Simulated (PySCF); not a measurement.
# Exercise with solution: oscillator strength and radiative lifetime

C2H8O2Si, SMILES CO[Si@@H](C)O.

Geometry optimised at r2SCAN-D4/def2-SVP. The structure was generated by enumeration; whether it is a known compound was not checked. One conformer was computed; it need not be the lowest.

PySCF 2.14.0 with TDDFT-PBE/def2-SVPD puts the first singlet state with f over 0.02 at 7.41 eV (vertical), with the transition dipole (-0.089, -0.220, -0.318) in atomic units.

Question: Find the oscillator strength, the wavelength and the radiative lifetime that this transition would have in vacuum if emission retraced absorption.

Answer: 
|μ|² = 0.1574 au, so |μ| = 1.01 D. ΔE = 7.41/27.211 = 0.2723 hartree. f = (2/3) ΔE |μ|² = 0.029 (the program prints 0.029).
λ = 1239.84/7.41 = 167 nm; ν = 59766 cm⁻¹.
Einstein's coefficient A = 0.6670 ν² f s⁻¹ (ν in cm⁻¹) = 6.8e7 s⁻¹, so τ = 1/A = 15 ns. This state is S7; the lower singlets have f = 0.010, 0.006, 0.018, 0.006, 0.004, 0.002. The figure is the radiative limit of this one transition; relaxation, internal conversion, crossing to triplets and a medium change what is measured.
